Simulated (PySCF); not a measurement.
**Correlation energy of Br (bromine, neutral)**

[Ar] 3d10 4s1 4p6, 2S determinant (an excited configuration). Calculation: PySCF 2.14, in aug-cc-pwCVDZ-PP with ECP10MDF (6s5p4d1f, 48 functions); a scalar-relativistic core potential. Frozen: 3s2 3p6 3d10; 7 electrons correlated.

```csv
level,correlation energy (mhartree)
CCSD,-264.77
(T),-24.02
CCSD(T),-288.79
```

Diagnostics: T1 = 0.023, D1 = 0.0436, largest double amplitude 0.277.

A double-excitation amplitude exceeds 0.15, a sign of near-degeneracy.

Cost of the coupled-cluster step: roughly 0.9 core-seconds, for 7 correlated electrons.

Iterations:

```
CC2 = 0
CCSD nocc = (np.int64(4), np.int64(3)), nmo = (39, 39)
frozen orbitals [[0, 1, 2, 3, 4, 5, 6, 7, 8], [0, 1, 2, 3, 4, 5, 6, 7, 8]]
max_cycle = 100
direct = 0
conv_tol = 1e-08
conv_tol_normt = 1e-06
diis_space = 8
diis_start_cycle = 0
Init t2, MP2 energy = -0.186382865548699
Init E_corr(UCCSD) = -0.186382865603139
cycle = 1  E_corr(UCCSD) = -0.218023933279499  dE = -0.0316410677  norm(t1,t2) = 0.166797
cycle = 2  E_corr(UCCSD) = -0.235663162185501  dE = -0.0176392289  norm(t1,t2) = 0.118742
cycle = 3  E_corr(UCCSD) = -0.268607947464975  dE = -0.0329447853  norm(t1,t2) = 0.0825921
cycle = 4  E_corr(UCCSD) = -0.258918988781991  dE = 0.00968895868  norm(t1,t2) = 0.016792
cycle = 5  E_corr(UCCSD) = -0.261350808281186  dE = -0.0024318195  norm(t1,t2) = 0.0187108
cycle = 6  E_corr(UCCSD) = -0.266864782500716  dE = -0.00551397422  norm(t1,t2) = 0.0125325
cycle = 7  E_corr(UCCSD) = -0.265136642239047  dE = 0.00172814026  norm(t1,t2) = 0.00877342
cycle = 8  E_corr(UCCSD) = -0.264023560231846  dE = 0.00111308201  norm(t1,t2) = 0.00275879
cycle = 9  E_corr(UCCSD) = -0.264768497133199  dE = -0.000744936901  norm(t1,t2) = 0.00234029
cycle = 10  E_corr(UCCSD) = -0.264761324958902  dE = 7.1721743e-06  norm(t1,t2) = 0.000205926
cycle = 11  E_corr(UCCSD) = -0.264774069682922  dE = -1.2744724e-05  norm(t1,t2) = 5.24345e-05
cycle = 12  E_corr(UCCSD) = -0.264772806951682  dE = 1.26273124e-06  norm(t1,t2) = 7.92422e-06
cycle = 13  E_corr(UCCSD) = -0.264772505147915  dE = 3.01803767e-07  norm(t1,t2) = 1.82827e-06
cycle = 14  E_corr(UCCSD) = -0.264772519536704  dE = -1.43887892e-08  norm(t1,t2) = 3.7551e-07
cycle = 15  E_corr(UCCSD) = -0.264772523344675  dE = -3.80797149e-09  norm(t1,t2) = 8.29316e-08
UCCSD converged
E(UCCSD) = -415.1864207857355  E_corr = -0.2647725233446754
UCCSD(T) correction = -0.0240162481857358
```
